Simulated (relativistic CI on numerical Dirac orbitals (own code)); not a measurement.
Lu+: resonant inelastic scattering at the L2,3 edge

Computed with this model: Dirac-Coulomb-Breit CI, separate exchange-only KLI orbitals for each configuration, model QED, valence Slater integrals scaled by 0.9, Kramers-Heisenberg scattering through one core-hole configuration in a parametric crystal field; configurations [Xe] 4f14 5d2 → [He] 2s2 2p5 3s2 3p6 3d10 4s2 4p6 4d10 4f14 5s2 5p6 5d3; 80 K; core-hole width 7.5 eV; summed over polarisations. Incident energies are the highest absorption maxima for each field (at most a few, so the weaker spin-orbit partner edge can be absent), on the computed scale of the free ion. Intensities are in per cent of the strongest line above 0.02 eV; levels within 1 cm⁻¹ are merged; final levels count from the ground level, the first row holds all elastic scattering, lines under 0.4 are left out and each table stops after 24 rows. The scale of the Slater integrals is a model choice and moves the terms in proportion. The configuration is assumed, with all valence electrons in the open shell; the free ion's ground configuration is another.

Field parameters in Wybourne normalisation: D4h B²₀ = −7Ds, B⁴₀ = 21(Dq − Dt), B⁴₄ = 21√(5/14) Dq; Oh B⁴₀ = 21Dq, B⁴₄ = √(5/14) B⁴₀. The field is a parameter set, without covalency.

S is read from ⟨S²⟩ = S(S + 1).

D4h, 10Dq = 23850, Ds = 1670, Dt = 400 cm⁻¹:

| Final level (eV) | Degeneracy | Irrep | S | 9244.3 eV | 10349.8 eV |
| --- | --- | --- | --- | --- | --- |
| 0.000 | 1 | A1 | 1.00 | 4783.6 | 800.9 |
| 0.006 | 2 | E | 1.00 | 13.7 | 33.4 |
| 0.321 | 1 | B1 | 0.99 | 28.9 | 5.8 |
| 0.326 | 1 | B2 | 0.99 | 37.5 | 6.0 |
| 0.373 | 2 | E | 1.00 | 71.6 | 21.3 |
| 0.409 | 1 | A2 | 1.00 | 12.9 | 11.8 |
| 0.417 | 1 | A1 | 1.00 | 12.0 | 17.9 |
| 0.774 | 1 | B2 | 0.02 | 11.9 | 14.5 |
| 0.786 | 1 | B1 | 0.03 | 16.4 | 10.6 |
| 1.146 | 2 | E | 0.01 | 34.7 | 30.4 |
| 1.147 | 1 | A1 | 0.01 | 37.4 | 27.6 |
| 2.165 | 1 | A1 | 0.01 | 15.9 | 16.1 |
| 2.488 | 1 | B1 | 1.00 | 8.7 | 4.6 |
| 2.494 | 2 | E | 1.00 | 30.8 | 11.3 |
| 2.527 | 1 | A2 | 1.00 | 30.7 | 5.1 |
| 2.533 | 1 | A1 | 1.00 | 54.9 | 25.2 |
| 2.558 | 2 | E | 1.00 | 100.0 | 27.0 |
| 2.570 | 1 | B2 | 1.00 | 24.1 | 6.6 |
| 2.587 | 1 | B1 | 1.00 | 27.5 | 8.3 |
| 3.151 | 2 | E | 0.01 | 20.7 | 13.4 |
| 3.372 | 1 | B2 | 0.10 | 3.4 | 1.0 |
| 3.471 | 1 | B1 | 1.00 | 33.5 | 2.7 |
| 3.474 | 1 | B2 | 0.97 | 37.5 | 7.0 |
| 3.485 | 2 | E | 1.00 | 62.4 | 24.2 |

Oh, 10Dq = 13200 cm⁻¹:

```csv
Final level (eV),Degeneracy,Irrep,S,9244.1 eV,10349.7 eV
0.000,2,E,1.00,4150.8,562.5
0.004,3,T2,1.00,17.4,42.2
0.094,3,T1,1.00,64.5,10.7
0.138,1,A1,1.00,4.1,13.9
0.823,3,T2,0.03,44.0,46.9
0.841,2,E,0.02,24.4,12.8
1.541,1,A2,1.00,30.2,10.0
1.565,3,T2,0.99,100.0,23.5
1.593,3,T1,1.00,28.8,17.8
1.598,2,E,1.00,33.3,22.3
1.778,1,A1,0.03,27.4,31.3
2.246,1,A1,0.99,5.4,18.1
2.259,3,T1,1.00,34.7,28.4
2.296,3,T2,0.95,38.8,20.0
2.311,2,E,1.00,37.5,3.2
2.466,3,T2,0.14,14.2,14.4
2.655,3,T1,0.01,17.6,15.4
3.224,3,T2,1.00,2.9,0.4
4.088,2,E,0.01,0.5,0.3
5.130,1,A1,0.00,1.4,1.3
```

For the first field the strongest loss at the lowest incident energy is the level at 2.56 eV (S = 1.00, against 1.00 in the thermal ground state). Levels of other spin, the first over 8 % at 0.77 eV, appear because spin-orbit coupling of the core hole, and in heavier ions of the valence shell too, mixes spins.
